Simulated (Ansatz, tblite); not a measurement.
Removing and adding an electron: (HBe-mu-F)2 (Be₂H₂F₂). Charge 0, multiplicity 1. Geometry: PBE-D4/def2-TZVP. Ansatz, gas phase; energy differences of separate SCF runs; the oxidised species was run as a doublet alone; the reduced species was run as a doublet alone.

| atom | x (Å) | y (Å) | z (Å) |
| --- | --- | --- | --- |
| Be1 | -0.133 | 0.261 | -1.070 |
| H2 | -0.295 | 0.575 | -2.361 |
| F3 | -0.566 | -0.957 | -0.162 |
| Be4 | 0.134 | -0.261 | 1.070 |
| H5 | 0.295 | -0.575 | 2.361 |
| F6 | 0.566 | 0.957 | 0.162 |

The xTB rows come from tblite. Correlated methods freeze 2 core orbitals. In CCSD on the charge 1 doublet the largest single amplitude is 0.34, so its Hartree–Fock determinant may place the open shell otherwise than the density functionals do.

Estimate orbital energies and vertical ionisation energies and electron affinities at: GFN1-xTB; GFN2-xTB; HF/def2-TZVPD; PBE-D4/def2-TZVP; PBE-D4/def2-TZVPD; r2SCAN-D4/def2-TZVP; r2SCAN-D4/def2-TZVPD; PBE0-D4/def2-TZVP; PBE0-D4/def2-TZVPD; MP2/def2-TZVPD; CCSD/def2-TZVPD; CCSD/def2-TZVPP; CCSD(T)/def2-TZVPD; CCSD(T)/def2-TZVPP.


| level | −HOMO (eV) | vertical IE (eV) | −LUMO (eV) | vertical EA (eV) | HOMO–LUMO gap (eV) | IE − EA (eV) | remarks |
| --- | --- | --- | --- | --- | --- | --- | --- |
| GFN1-xTB | 12.18 | 15.49 | 5.11 | 1.45 | 7.06 | 14.04 | – |
| GFN2-xTB | 12.21 | 15.56 | 5.39 | 1.20 | 6.82 | 14.36 | – |
| HF/def2-TZVPD | – | – | – | -1.07 | – | – | HOMO above zero (-1 doublet) |
| PBE-D4/def2-TZVP | 7.60 | 10.91 | 1.18 | – | 6.42 | – | – |
| PBE-D4/def2-TZVPD | 7.59 | – | 1.27 | -0.38 | 6.32 | – | HOMO above zero (-1 doublet) |
| r2SCAN-D4/def2-TZVP | 7.93 | 11.08 | 0.67 | – | 7.26 | – | – |
| r2SCAN-D4/def2-TZVPD | 7.91 | – | 0.72 | -0.51 | 7.19 | – | HOMO above zero (-1 doublet) |
| PBE0-D4/def2-TZVP | 8.98 | 11.39 | 0.35 | – | 8.64 | – | – |
| PBE0-D4/def2-TZVPD | 8.97 | – | 0.52 | -0.49 | 8.45 | – | HOMO above zero (-1 doublet) |
| MP2/def2-TZVPD | – | – | – | -0.89 | – | – | HOMO above zero (-1 doublet) |
| CCSD/def2-TZVPD | – | – | – | -0.83 | – | – | HOMO above zero (-1 doublet) |
| CCSD/def2-TZVPP | – | 12.22 | – | – | – | – | large T1 (0.052) (+1 doublet) |
| CCSD(T)/def2-TZVPD | – | – | – | -0.80 | – | – | HOMO above zero (-1 doublet) |
| CCSD(T)/def2-TZVPP | – | 12.17 | – | – | – | – | large T1 (0.052) (+1 doublet) |

Run but left out: HF/def2-TZVPP, MP2/def2-TZVPP (charge +1 doublet: a determinant that CCSD turns far, T1 0.052).   A HOMO above zero means that the electron is unbound at that level or that self-interaction error raises the level; the energy of removing that electron tells which. Raw xTB energy differences between charge states are shifted by several eV; the methods need an empirical correction for them. A negative affinity means that the extra electron isn't bound; its size then hangs on the basis.
